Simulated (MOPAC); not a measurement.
A run for MOPAC: PM6 on BClH2OSe (SMILES OB(Cl)[SeH]), a point of a torsion scan.

```
PM6 1SCF PRECISE CHARGE=0 THREADS=1
BClH2OSe

O     -1.11219521 1    -0.66649626 1    -0.25282334 1
B     -0.76307103 1     0.43552535 1     0.41311068 1
Cl    -0.32192399 1     0.42763314 1     2.09489049 1
Se    -0.93236213 1     2.14918408 1    -0.46882962 1
H     -1.78594246 1    -1.27824269 1     0.03240383 1
H     -1.36747082 1     1.62772068 1    -1.73767116 1
```

The log:

```
*******************************************************************************
 **                                                                           **
 **                              MOPAC v23.2.5                                **
 **                                                                           **
 *******************************************************************************
 ** MOPAC's Digital Object Identifier: https://doi.org/10.5281/zenodo.6511958 **
 **                                                                           **
 ** Please cite the open-source release paper for use of this MOPAC version:  **
 ** J. E. Moussa and J. J. P. Stewart (2026)                                  **
 ** MOPAC: An open-source semiempirical molecular orbital program             **
 ** J. Open Source Softw., 11(119), 8025, https://doi.org/10.21105/joss.08025 **
 *******************************************************************************

                              PM6 CALCULATION RESULTS

 *******************************************************************************
 *  PM6        - The PM6 Hamiltonian to be used
 *
 *
 *
 *                 CHARGE ON SYSTEM = 0
 *
 *
 *
 *  PRECISE    - TIGHTER CRITERIA TO BE USED
 *  1SCF       - DO 1 SCF AND THEN STOP
 *  THREADS=1  - MULTI-THREADING NOT USED
 *  T=         - A TIME OF 172800.0 SECONDS REQUESTED
 *  DUMP=N     - RESTART FILE WRITTEN EVERY 7200.0 SECONDS REQUESTED
 *******************************************************************************
PM6 1SCF PRECISE CHARGE=0 THREADS=1
 BClH2OSe

   ATOM   CHEMICAL          X               Y               Z
  NUMBER   SYMBOL      (ANGSTROMS)     (ANGSTROMS)     (ANGSTROMS)

     1       O         -1.11219521  *  -0.66649626  *  -0.25282334  *
     2       B         -0.76307103  *   0.43552535  *   0.41311068  *
     3      Cl         -0.32192399  *   0.42763314  *   2.09489049  *
     4      Se         -0.93236213  *   2.14918408  *  -0.46882962  *
     5       H         -1.78594246  *  -1.27824269  *   0.03240383  *
     6       H         -1.36747082  *   1.62772068  *  -1.73767116  *



          CARTESIAN COORDINATES

    NO.       ATOM           X           Y           Z

     1         O         -1.1122     -0.6665     -0.2528
     2         B         -0.7631      0.4355      0.4131
     3        Cl         -0.3219      0.4276      2.0949
     4        Se         -0.9324      2.1492     -0.4688
     5         H         -1.7859     -1.2782      0.0324
     6         H         -1.3675      1.6277     -1.7377

 General Reference for PM6:
 "Optimization of Parameters for Semiempirical Methods V: Modification of NDDO Approximations
 and Application to 70 Elements", J. J. P. Stewart, J. Mol. Mod., 13, 1173-1213 (2007)
 URL: https://link.springer.com/article/10.1007/s00894-007-0233-4

           Empirical Formula: H2 O B Cl Se  =     6 atoms



      MOLECULAR POINT GROUP   :   C1


      RHF CALCULATION, NO. OF DOUBLY OCCUPIED LEVELS = 12


 -------------------------------------------------------------------------------
 PM6 1SCF PRECISE CHARGE=0 THREADS=1
 BClH2OSe



     1SCF WAS SPECIFIED, SO BFGS WAS NOT USED
     SCF FIELD WAS ACHIEVED


                              PM6 CALCULATION
                                                       MOPAC v23.2.5 Linux




          FINAL HEAT OF FORMATION =        129.23179 KCAL/MOL =     540.70579 KJ/MOL


          COSMO AREA              =        115.36 SQUARE ANGSTROMS
          COSMO VOLUME            =        102.20 CUBIC ANGSTROMS

          IONIZATION POTENTIAL    =          9.250617 EV
          HOMO LUMO ENERGIES (EV) =         -9.251 -1.033
          NO. OF FILLED LEVELS    =         12
          MOLECULAR WEIGHT        =        143.2382         POINT GROUP:  C1

          MOLECULAR DIMENSIONS (Angstroms)

            Atom       Atom       Distance
            H     6   Cl     3     4.14993
           Se     4    H     5     3.34544
           Se     4    O     1     0.53571


          SCF CALCULATIONS        =          1





   ATOM   CHEMICAL          X               Y               Z
  NUMBER   SYMBOL      (ANGSTROMS)     (ANGSTROMS)     (ANGSTROMS)

     1       O         -1.11219521  *  -0.66649626  *  -0.25282334  *
     2       B         -0.76307103  *   0.43552535  *   0.41311068  *
     3      Cl         -0.32192399  *   0.42763314  *   2.09489049  *
     4      Se         -0.93236213  *   2.14918408  *  -0.46882962  *
     5       H         -1.78594246  *  -1.27824269  *   0.03240383  *
     6       H         -1.36747082  *   1.62772068  *  -1.73767116  *

                             CARTESIAN COORDINATES

   1    O       -1.112195210    -0.666496260    -0.252823340
   2    B       -0.763071030     0.435525350     0.413110680
   3   Cl       -0.321923990     0.427633140     2.094890490
   4   Se       -0.932362130     2.149184080    -0.468829620
   5    H       -1.785942460    -1.278242690     0.032403830
   6    H       -1.367470820     1.627720680    -1.737671160


           Empirical Formula: H2 O B Cl Se  =     6 atoms



      MOLECULAR POINT GROUP   :   C1


                  EIGENVALUES
 -31.21343 -26.31846 -23.16059 -21.14567 -17.34184 -15.25989 -14.80168 -13.55573
 -11.89955 -11.66088 -10.68823  -9.25062  -1.03293   0.03855   1.38874   1.69327
   2.81157   4.75840  88.78362  88.87564  88.95786  89.35233  89.35649


              NET ATOMIC CHARGES AND DIPOLE CONTRIBUTIONS

  ATOM NO.   TYPE          CHARGE      No. of ELECS.   s-Pop       p-Pop       d-Pop
    1          O          -0.542539        6.5425     1.66359     4.87895
    2          B           0.307000        2.6930     0.98344     1.70956
    3         Cl          -0.167553        7.1676     1.99154     5.17280     0.00321
    4         Se          -0.058369        6.0584     1.98885     4.06952
    5          H           0.368417        0.6316     0.63158
    6          H           0.093044        0.9070     0.90696
 DIPOLE           X         Y         Z       TOTAL
 POINT-CHG.    -1.478    -0.102    -1.006     1.791
 HYBRID        -0.274    -0.993    -0.159     1.042
 SUM           -1.752    -1.095    -1.165     2.371


          ATOMIC ORBITAL ELECTRON POPULATIONS

     Atom    s        px        py        pz      x^2-y^2     xz        z^2       yz        xy
    1  O   1.66359   1.62522   1.50894   1.74478
    2  B   0.98344   0.40671   0.67417   0.62868
    3 Cl   1.99154   1.86303   1.96328   1.34649   0.00008   0.00073   0.00123   0.00104   0.00014
    4 Se   1.98885   1.79986   1.06881   1.20085
    5  H   0.63158
    6  H   0.90696

 **********************
 *                    *
 * JOB ENDED NORMALLY *
 *                    *
 **********************




 == MOPAC DONE ==
```

The run finished.

Cost: about 0.05 core-seconds (a rough figure).
